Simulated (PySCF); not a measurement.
C4H7FO.

```xyz
13

C      0.2702    -2.5453     0.0000
C      0.4091    -1.0378     0.0000
O     -0.9072    -0.4809     0.0000
C     -1.0632     0.8548     0.0000
C     -0.1690     1.8526     0.0000
F      1.1721     1.6916     0.0000
H      1.2642    -3.0187     0.0000
H     -0.2785    -2.8852    -0.8917
H     -0.2785    -2.8852     0.8917
H      0.9594    -0.6853    -0.8889
H      0.9594    -0.6853     0.8889
H     -2.1192     1.1386     0.0000
H     -0.4802     2.8987     0.0000
```
Charge 0, spin multiplicity 1.

Geometry: B3LYP-D3(BJ)/def2-SVP. The structure was generated by enumeration; whether it is a known compound was not checked. One conformer was computed; it need not be the lowest.

Level of theory: KT2/pcSseg-1 (PySCF). Non-relativistic, no solvent.

### Question
Give the absolute GIAO shielding of each atom: isotropic value and principal components (ppm). (The exact figures need the calculation; the answer reports its results.)

### Answer

```json
[
 {"atom": "C1", "σ(iso)": "165.4", "σ11": "149.7", "σ22": "164.2", "σ33": "182.4", "span": "32.7"},
 {"atom": "C2", "σ(iso)": "113.2", "σ11": "80.5", "σ22": "100.7", "σ33": "158.4", "span": "77.9"},
 {"atom": "O3", "σ(iso)": "198.6", "σ11": "110.4", "σ22": "233.8", "σ33": "251.7", "span": "141.4"},
 {"atom": "C4", "σ(iso)": "55.1", "σ11": "-30.1", "σ22": "94.5", "σ33": "100.8", "span": "130.9"},
 {"atom": "C5", "σ(iso)": "50.4", "σ11": "-20.8", "σ22": "78.1", "σ33": "94.0", "span": "114.8"},
 {"atom": "F6", "σ(iso)": "337.5", "σ11": "272.4", "σ22": "324.2", "σ33": "415.8", "span": "143.4"},
 {"atom": "H7", "σ(iso)": "30.1", "σ11": "26.4", "σ22": "27.6", "σ33": "36.3", "span": "9.9"},
 {"atom": "H8", "σ(iso)": "29.8", "σ11": "26.4", "σ22": "27.9", "σ33": "35.2", "span": "8.9"},
 {"atom": "H9", "σ(iso)": "29.8", "σ11": "26.4", "σ22": "27.9", "σ33": "35.2", "span": "8.9"},
 {"atom": "H10", "σ(iso)": "26.9", "σ11": "22.2", "σ22": "28.5", "σ33": "30.1", "span": "7.9"},
 {"atom": "H11", "σ(iso)": "26.9", "σ11": "22.2", "σ22": "28.5", "σ33": "30.1", "span": "7.9"},
 {"atom": "H12", "σ(iso)": "25.9", "σ11": "23.1", "σ22": "25.6", "σ33": "29.1", "span": "5.9"},
 {"atom": "H13", "σ(iso)": "25.0", "σ11": "22.6", "σ22": "25.1", "σ33": "27.3", "span": "4.7"}
]
```
